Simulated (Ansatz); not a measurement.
Reactions of CH₈SSi₂, SMILES `[SiH3]C([SiH3])S`.

Gas-phase electronic energies from Ansatz, PBE0-D4/def2-TZVP geometries. CCSD(T)/CBS adds triple-zeta CCSD(T) − MP2 to the extrapolated MP2 energy (def2 sets, frozen cores). DFT in def2-TZVPP. Elements past krypton have def2 core potentials. For Ge, In outer-core shells are correlated without core-valence functions, which leaves a few kJ/mol of doubt a bond. Scalar relativity is left out up to krypton. Each species was taken in one conformer, which may not be the lowest.

```
                                                                                    reaction  r2SCAN-D4 (kJ/mol)  MP2/CBS(def2) (kJ/mol)
                      `[SiH3]C([SiH3])S` + `C[NH][GeH3]` → `C[N]([SiH3])[GeH3]` + `[SiH3]CS`                 -50                     -53
                 `[SiH3]C([SiH3])S` + `[SiH3]S[SiH2]S` → `[SiH3]S[SiH2]S[SiH3]` + `[SiH3]CS`                 -68                     -70
                                                       `[SiH3]C([SiH3])S` → `C[SiH2][SiH2]S`                -123                    -108
                     `[SiH3]C([SiH3])S` + `N=C(O)[SiH3]` → `N=C([SiH3])O[SiH3]` + `[SiH3]CS`                 -77                     -78
`[SiH3]C([SiH3])S` + `[OH][In]([Cl])[O][SiH3]` → `[SiH3][O][In]([Cl])[O][SiH3]` + `[SiH3]CS`                 -94                     -95
```

Problem. Give the CCSD(T)/CBS values in the same order. (Estimate.)

Solution. Ansatz gave: -52, -66, -112, -79, -97 kJ/mol.

Largest T1 diagnostic: 0.015, for `[OH][In]([Cl])[O][SiH3]`.
